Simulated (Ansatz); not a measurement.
Calculated with Ansatz (gas phase, PBE0-D4/def2-TZVP geometries, no zero-point term in ΔE). CBS: MP2 limit from def2 TZ/QZ plus the TZ coupled-cluster correction, frozen cores. This one scheme is used for every species. DFT in def2-TZVPP. B3LYP here is the variant with VWN-RPA as its local correlation; programs differ in this. One conformer a species, not always the lowest.

Reaction (cleavage of the B–Al bond): `[BH2][AlH][BH]O` + `BO` → `BOB` + `O[BH][AlH2]`

`[BH2][AlH][BH]O`:

Cartesian coordinates in Å:
```
B -2.169 -0.523 -0.241
Al -0.539 0.739 0.221
B 1.492 0.033 0.331
O 2.244 -0.003 -0.799
H -2.569 -0.690 -1.361
H -2.761 -1.158 0.591
H -0.847 2.275 0.558
H 2.010 -0.345 1.359
H 3.139 -0.328 -0.659
```

`BO`:

Cartesian coordinates in Å:
```
B 0.034 -0.353 -0.227
O 0.475 0.730 0.443
H 0.865 -1.059 -0.718
H -1.143 -0.581 -0.315
H -0.231 1.263 0.817
```

`BOB`:

```xyz
7

B    -0.655    0.921    0.432
O     0.545    0.425    0.012
B     0.744   -0.852   -0.430
H    -1.625    0.216    0.425
H    -0.683    2.061    0.793
H     1.851   -1.151   -0.768
H    -0.177   -1.619   -0.464
```

`O[BH][AlH2]`:

Cartesian coordinates in Å:
```
O 0.705 1.351 0.813
B 0.306 0.059 0.691
Al -0.631 -0.578 -1.133
H 1.115 1.552 1.660
H 0.504 -0.676 1.635
H -2.214 -0.518 -1.327
H 0.216 -1.189 -2.339
```

Task: Is it downhill or uphill in electronic energy at CCSD(T)/CBS, and by how much? (Estimate.)

Result: Ansatz gave: Downhill: ΔE = -1.40 eV.

Task: What do these levels give: LDA (SPW92), B97M-V, PBE0-D4, ωB97M-V, PBE-QIDH, revPBE, r2SCAN, B3LYP, r2SCAN0, HF/def2-TZVPP, MP2/def2-QZVPP, MP2/CBS(def2)? (Estimate.)

Result: Ansatz gave: LDA (SPW92) -1.29, B97M-V -1.46, PBE0-D4 -1.30, ωB97M-V -1.44, PBE-QIDH -1.40, revPBE -1.18, r2SCAN -1.34, B3LYP -1.42, r2SCAN0 -1.39, HF/def2-TZVPP -1.61, MP2/def2-QZVPP -1.49, MP2/CBS(def2) -1.49 eV.

Largest T1 diagnostic among the species: 0.014.

Leaving LDA and LC-ωPBE aside and taking each functional with its dispersion term where it has one, the values, not all of them listed here, spread over 0.29 eV, from BHLYP-D4 to PBE-D4. LDA lies −0.07 eV from PBE without D4. From BLYP to BHLYP (50 % exact exchange), in def2-TZVPP and without D4, ΔE moves by −0.16 eV. At CCSD(T), def2-SVP lies −0.10 eV from the extrapolated value and def2-TZVPP +0.01 eV.
